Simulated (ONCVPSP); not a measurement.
# Scattering properties, ONCV potential for sulfur

S, optimised norm-conserving Vanderbilt (ONCV), made with ONCVPSP 4.0.1 (PBE, scalar-relativistic). Core [Ne], reference 3s2 3p4. Waves: 3s: rc 1.15 bohr, ncon 4, nbas 8, qcut 6.3 1/bohr, 1 projector; 3p: rc 1.65 bohr, ncon 5, nbas 9, qcut 4.6 1/bohr, 2 projectors, debl 3.5 Ha. Local part: polynomial inside 0.75 bohr (lpopt 5, dvloc0 2 Ha). Core correction: none.

The phase is arctan(r·R′/R) of the radial function R(r), unwrapped; energies in Ha, scanned from -2 to 5 Ha. A pole is an energy at which the radial function vanishes at the test radius. The pseudo phase is shifted by a multiple of π to meet the all-electron one at the reference energy, and phase errors are pseudo minus all-electron; the curves can meet again beyond the range given. Levels narrower than the energy grid can be missing from the lists of poles.

| channel | radius (bohr) | reference energy (Ha) | poles, all-electron | poles, pseudo | unbroken range about the reference energy with phases within 0.05 rad | phase error 1 Ha above the reference energy (rad) |
| --- | --- | --- | --- | --- | --- | --- |
| s | 1.17 | -0.63 | none | -0.38 | -1.5 to -0.4 | -3.076 |
| p | 1.67 | -0.26 | 1.81 | 1.80 | below 4.8 | -0.000 |

Note: ghosts flagged at negative energy: s at -10.0 eV; no localised positive-energy state flagged. A true bound ghost makes a file unfit for plane-wave use.

Phases in the p channel:

```csv
E (Ha),all-electron,pseudo
-1.98,0.984,0.982
-1.62,0.835,0.833
-1.26,0.577,0.575
-0.90,0.121,0.120
-0.54,-0.473,-0.473
-0.18,-0.917,-0.917
0.18,-1.171,-1.171
0.54,-1.320,-1.320
0.90,-1.418,-1.418
1.26,-1.489,-1.489
1.62,-1.545,-1.545
1.98,-1.593,-1.594
2.34,-1.639,-1.639
2.70,-1.685,-1.685
3.06,-1.736,-1.736
3.42,-1.799,-1.799
3.78,-1.885,-1.885
4.14,-2.016,-2.019
4.50,-2.253,-2.267
4.86,-2.736,-2.790
```
